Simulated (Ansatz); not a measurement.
C2H5BN2, SMILES `NCB1C=N1`, relaxed with RKS PBE-D4/def2-SVP in the Gaussian-basis code of Ansatz from a rough embedded geometry. The force threshold is 0.03 eV/Å; the program also tests the step.

The species carries charge 0 and has multiplicity 1.

Start:

```xyz
10

N     0.667   -1.199    1.168
C     0.200    0.098    0.929
B    -0.112    0.335   -0.616
C    -0.900    1.097   -1.698
N     0.129    0.162   -2.030
H    -0.069   -1.952    0.828
H     1.513   -1.407    0.575
H     0.940    0.839    1.234
H    -0.753    0.261    1.560
H    -1.616    1.766   -1.950
```

Problem. How much energy does the relaxation release, and in how many steps? (An estimate is asked.)

Solution. The calculation gave: 118.20 kJ/mol, in 8 steps.

Problem. Which bonds change most? (Best estimate.)

Solution. Ansatz gave: C4–N5 from 1.430 to 1.317 Å; C4–H10 from 1.012 to 1.108 Å; N1–H6 from 1.106 to 1.029 Å; N1–C2 from 1.399 to 1.476 Å.

Problem. Give the relaxed structure. (Best estimate.)

Solution. Computed: 
```xyz
10

N     0.775   -1.261    1.147
C     0.160    0.066    0.944
B    -0.294    0.456   -0.498
C    -0.840    1.177   -1.649
N    -0.338   -0.019   -1.876
H     0.115   -1.984    0.829
H     1.577   -1.356    0.509
H     0.859    0.852    1.313
H    -0.710    0.173    1.633
H    -1.304    1.897   -2.352
```
